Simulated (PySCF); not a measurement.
## CHO2, SMILES `C([O])=O` (charge 0, multiplicity 2)

Computed with PBE0-D4/def2-TZVP (PySCF).

```
Property                                                Value
-----------------------------  ------------------------------
highest occupied spin orbital                        -9.14 eV
dipole moment                                       0.338 e·Å
total energy                                     -188.9588 Ha
cost                           around 30 core-seconds (rough)
```

```xyz
4

O      1.2240    -0.0989    -0.0743
C     -0.0104    -0.1121    -0.0156
O     -0.9833    -0.8108    -0.0682
H     -0.2302     1.0217     0.1581
```
Charge 0, spin multiplicity 2.
